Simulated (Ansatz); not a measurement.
Reaction (cleavage of the B–B bond): `C#CBBC` + `[SH][GeH3]` → `CB[S][GeH3]` + `BC#C`

Program: Ansatz. Geometries: PBE0-D4/def2-TZVP. ΔE: electronic, gas phase. CBS: MP2 limit from def2 TZ/QZ plus the TZ coupled-cluster correction, frozen cores. Functionals use def2-TZVPP. B3LYP here is the variant with VWN-RPA as its local correlation; programs differ in this. For Ge outer-core shells are correlated without core-valence functions, which leaves a few kJ/mol of doubt a bond. Scalar relativity is left out up to krypton. Each species was taken in one conformer, which may not be the lowest.

| level | ΔE (kJ/mol) | difference from CCSD(T)/CBS |
| --- | --- | --- |
| PBE-D4 | -97.2 | 7.2 |
| r2SCAN-D4 | -100.0 | 4.4 |
| PBE0-D4 | -98.4 | 6.0 |
| ωB97M-V | -101.7 | 2.7 |
| B2PLYP | -102.8 | 1.6 |
| PBE | -94.8 | 9.6 |
| r2SCAN | -99.5 | 4.9 |
| B3LYP | -95.3 | 9.1 |
| MP2/def2-TZVPP | -113.9 | -9.5 |
| HF/CBS(def2) | -96.1 | 8.3 |
| CCSD(T)/CBS | -104.4 | 0 |

Largest T1 diagnostic among the species: 0.014.

The D4 term adds −4.3 kJ/mol with B3LYP and −2.1 kJ/mol with PBE0; it sums over pairs of atoms, weighted by their polarisabilities, and B3LYP, whose exchange is more repulsive, gets the larger term. In def2-TZVPP, CCSD(T) changes the Hartree–Fock value by −7.8 kJ/mol (the triples alone add −3.5 kJ/mol) and MP2 by −16.3 kJ/mol.
